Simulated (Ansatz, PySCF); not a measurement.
Molecule: MgBr (charge 0, doublet). SMILES: [Mg][Br]
Structure (B3LYP-D3(BJ)/def2-TZVP (Ansatz, a first-principles code) minimum search):
```xyz
2

Mg     0.0000     0.0000    -1.7741
Br     0.0000     0.0000     0.6083
```
Charge 0, spin multiplicity 2.

Unscaled harmonic wavenumbers (cm⁻¹) in rising order, each level at the stationary point that it reaches from this structure (no distance between atoms moves by over 0.3 Å); the order of modes can differ between levels, and a negative number is imaginary. B3LYP-D3(BJ)/def2-TZVP (PySCF, at the structure above): 353.

HF/6-31G* with LANL2DZ past Ar (Ansatz): 364. Zero-point energy 0.5 against 0.5 kcal/mol.

B3LYP/6-31G* with LANL2DZ past Ar (Ansatz): 346. Zero-point energy 0.5 against 0.5 kcal/mol.
